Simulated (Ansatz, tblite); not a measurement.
Removing and adding an electron: the cluster Li7 (the lowest doublet isomer of a short search). Charge 0, multiplicity 2. Geometry: PBE/def2-TZVP. Ansatz, gas phase; energy differences of separate SCF runs; the oxidised species is a singlet (the triplet lies 0.67 eV higher at PBE0/def2-TZVP); the reduced species is a singlet (the triplet lies 0.08 eV higher at PBE0/def2-TZVPD).

```
atom   x (Å)   y (Å)   z (Å)
 Li1   2.223   1.239  -0.440
 Li2   1.187   0.343   2.269
 Li3  -2.109  -0.978  -1.127
 Li4   0.185   0.423  -2.542
 Li5   0.672  -1.260  -0.162
 Li6  -1.487  -1.027   1.843
 Li7  -0.670   1.260   0.159
```

The xTB rows come from tblite. The structure comes from a short search, and lower isomers may exist.

Task: Estimate orbital energies and vertical ionisation energies and electron affinities at: GFN1-xTB; GFN2-xTB; PBE/def2-TZVP; PBE/def2-TZVPD; r2SCAN/def2-TZVP; r2SCAN/def2-TZVPD; PBE0/def2-TZVP; PBE0/def2-TZVPD.

Result: 
```tsv
level	−HOMO (eV)	vertical IE (eV)	−LUMO (eV)	vertical EA (eV)	HOMO–LUMO gap (eV)	IE − EA (eV)	remarks
GFN1-xTB	–	12.39	–	8.78	–	3.61	–
GFN2-xTB	–	7.65	–	3.74	–	3.91	–
PBE/def2-TZVP	2.75	4.33	2.25	–	0.49	–	restricted SCF unstable in HF (+1 singlet)
PBE/def2-TZVPD	2.75	–	2.25	0.85	0.50	–	HOMO above zero (-1 singlet), restricted SCF unstable in HF (-1 singlet)
r2SCAN/def2-TZVP	2.87	4.33	2.00	–	0.87	–	restricted SCF unstable in HF (+1 singlet)
r2SCAN/def2-TZVPD	2.86	–	1.98	0.75	0.88	–	HOMO above zero (-1 singlet), restricted SCF unstable in HF (-1 singlet)
PBE0/def2-TZVP	3.16	4.26	1.72	–	1.45	–	restricted SCF unstable in HF (+1 singlet)
PBE0/def2-TZVPD	3.16	–	1.72	0.77	1.45	–	HOMO above zero (-1 singlet), restricted SCF unstable in HF (-1 singlet)
```

Relaxing the reduced species (PBE/def2-TZVPD) changes its energy by -0.09 eV at PBE/def2-TZVPD, so the adiabatic electron affinity to this nearest minimum is 0.94 eV. On the way the bond Li5–Li7 breaks. At PBE0/def2-TZVPD it is 0.86 eV. A triplet lies near this restricted singlet, and broken spin symmetry wasn't tried. The highest occupied level of the relaxed charge -1 singlet lies above zero (up to 0.33 eV). By energy differences its removal costs 0.94 eV (each at its own geometry, to the charge 0 doublet, at PBE/def2-TZVPD); the vertical value is larger still, so the positive level points to self-interaction error.  Run but left out: HF/def2-TZVPP, MP2/def2-TZVPP, CCSD/def2-TZVPP, CCSD(T)/def2-TZVPP, HF/def2-TZVPD, MP2/def2-TZVPD, CCSD/def2-TZVPD, CCSD(T)/def2-TZVPD (doublet: ⟨S²⟩ 1.50 to 1.77, where a pure state has 0.75).   A HOMO above zero means that the electron is unbound at that level or that self-interaction error raises the level; the energy of removing that electron tells which. HOMO and LUMO are the levels of the spin that leaves or enters (xTB has no such levels and no spin-polarisation term). Other spin states of the ions may lie lower, which would lower the ionisation energy or raise the affinity. Raw xTB energy differences between charge states are shifted by several eV; the methods need an empirical correction for them.
